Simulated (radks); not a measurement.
All-electron atom: Cr11+ in [Ne] 3s2 3p1.

Method: non-relativistic Kohn-Sham, PBE, spin-polarised, spherical densities, point nucleus; open shells are filled with parallel spins first; computed with a radial shooting solver on a logarithmic mesh with Libxc functionals.

Energy parts (eV):
part                      energy
total                 -27081.925
kinetic                27068.587
electron-nucleus      -60299.293
Hartree                 7230.768
exchange-correlation   -1081.987

Orbitals (lengths in bohr, moments of r in powers of bohr; r(max) is where P^2 peaks):
| orbital | occ. | eigenvalue (eV) | <r^4> | r(max) | <r^2> |
|---|---|---|---|---|---|
| 1s up | 1 | -6135.953 | 0.00007795 | 0.04224 | 0.005524 |
| 1s down | 1 | -6135.306 | 0.00007793 | 0.04224 | 0.005523 |
| 2s up | 1 | -946.9308 | 0.01780 | 0.2451 | 0.1014 |
| 2s down | 1 | -946.3266 | 0.01773 | 0.2451 | 0.1013 |
| 2p up | 3 | -850.3532 | 0.01339 | 0.1976 | 0.08159 |
| 2p down | 3 | -849.5273 | 0.01334 | 0.1977 | 0.08151 |
| 3s up | 1 | -312.3230 | 0.7037 | 0.7210 | 0.6902 |
| 3s down | 1 | -308.6925 | 0.7117 | 0.7207 | 0.6931 |
| 3p up | 1 | -283.1061 | 0.7402 | 0.7123 | 0.6955 |
| 3p down | 0 | -279.5628 | 0.7501 | 0.7118 | 0.6989 |

The highest occupied level is 3p up at -283.11 eV. Virial ratio -V/T = 2.00049. For comparison, the ionisation energy in NIST's Atomic Spectra Database is 297 eV (semi-empirical). In exact Kohn-Sham theory the highest level is minus the ionisation energy, but local and semilocal functionals leave it too shallow, through self-interaction and a potential that decays too fast; potentials with the right tail come closer. Spin moment in Bohr magnetons: 1. Summed over all electrons, <r^2> = 2.782 bohr^2, which gives a Langevin (diamagnetic) susceptibility term of -2.2 x 10^-6 cm^3/mol. The electron density at the nucleus is 9382 e/bohr^3. The density falls to 0.001 e/bohr^3 at r = 1.79 bohr.
